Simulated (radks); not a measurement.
The mean radii <r> (bohr) of the occupied orbitals of an atom or ion are listed with their occupations. Method: scalar-relativistic Kohn-Sham, PBE, spin-polarised, spherical densities, finite nucleus; Fermi nuclear charge, rms radius of each element as measured or else 0.836 A^(1/3) + 0.57 fm; computed with a radial shooting solver on a logarithmic mesh with Libxc functionals.

| orbital | occ. | <r> |
|---|---|---|
| 1s up | 1 | 0.01899 |
| 1s down | 1 | 0.01899 |
| 2s up | 1 | 0.08038 |
| 2s down | 1 | 0.08037 |
| 2p up | 3 | 0.07172 |
| 2p down | 3 | 0.07171 |
| 3s up | 1 | 0.2072 |
| 3s down | 1 | 0.2071 |
| 3p up | 3 | 0.2066 |
| 3p down | 3 | 0.2065 |
| 3d up | 5 | 0.1868 |
| 3d down | 5 | 0.1867 |
| 4s up | 1 | 0.4296 |
| 4s down | 1 | 0.4298 |
| 4p up | 3 | 0.4436 |
| 4p down | 3 | 0.4441 |
| 4d up | 4 | 0.4463 |

Name the element and its charge. Open shells, if any, are filled with parallel spins first.

Answer. Z = 72, hafnium, charge +32: Hf32+ in [Kr] 4d4. The 1s radius gives Z: for a bare nucleus <r> = (2 gamma + 1)/(2Z) with gamma = sqrt(1 - (Z/c)^2), 0.01876 bohr for Z = 72, and screening makes it slightly larger (0.01899 here). The occupations add up to 40, and the charge is Z minus that.
